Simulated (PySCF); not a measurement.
Unrelated species, one level of theory. Level of theory: TDDFT PBE0/def2-SVPD, vertical, gas phase, core orbitals frozen in the response (PySCF). Geometries: GFN2-xTB; one conformer of each isolated species. Triplets are in the Tamm–Dancoff approximation. Ions are computed without counter-ions or solvent.

**Question.** Rank by computed lowest singlet excitation energy, lowest first.
A. `Fc1ccc(Cl)c(F)c1`
B. `O=C(O)CSC1=C(F)C1`
C. `FC(F)C(=S)C(F)(F)F`
D. `CC(=O)P(C)CO`
E. `[CH2+]c1cccc(C)c1`

**Answer.** C (2.16 eV), E (2.79 eV), D (3.80 eV), B (4.26 eV), A (5.19 eV).

```tsv
SMILES	S1 (eV)	gap (eV)	f (S1)	HOMO (eV)	α (au)	first f ≥ 0.01 (nm)	S1 mainly
FC(F)C(=S)C(F)(F)F	2.16	4.01	0.000	-8.06	60.1	203	H→L (100%)
[CH2+]c1cccc(C)c1	2.79	3.63	0.024	-12.39	90.9	444	H→L (98%)
CC(=O)P(C)CO	3.80	5.51	0.009	-6.76	83.2	266	H→L (73%)
O=C(O)CSC1=C(F)C1	4.26	5.49	0.024	-6.44	86.3	291	H→L (97%)
Fc1ccc(Cl)c(F)c1	5.19	6.30	0.027	-7.39	82.1	239	H→L (75%)
```

H and L stand for HOMO and LUMO.

Mean S1 by what the SMILES shows (count): an aromatic ring 3.99 eV (2); a double or triple bond but no aromatic ring 3.41 eV (3).

- `FC(F)C(=S)C(F)(F)F`: S1 has the pattern of n→π* at C=S.
- `[CH2+]c1cccc(C)c1`: Löwdin shares by element: HOMO carbon 70% or more (atoms not listed hold the other 30%); LUMO carbon 73% or more (atoms not listed hold the other 27%).
- `CC(=O)P(C)CO`: Löwdin shares by element: HOMO phosphorus 45%, oxygen 29%, carbon 8% or more (atoms not listed hold the other 18%); LUMO carbon 44% or more, oxygen 30% or more, phosphorus 11%.
- `O=C(O)CSC1=C(F)C1`: Löwdin shares by element: HOMO carbon 46% or more, sulfur 32% (atoms not listed hold the other 22%); LUMO carbon 36% or more, sulfur 24%, oxygen 17% or more (atoms not listed hold the other 22%).
- `Fc1ccc(Cl)c(F)c1`: Löwdin shares by element: HOMO carbon 46% or more, chlorine 22% (atoms not listed hold the other 32%); LUMO carbon 67% or more (atoms not listed hold the other 33%).
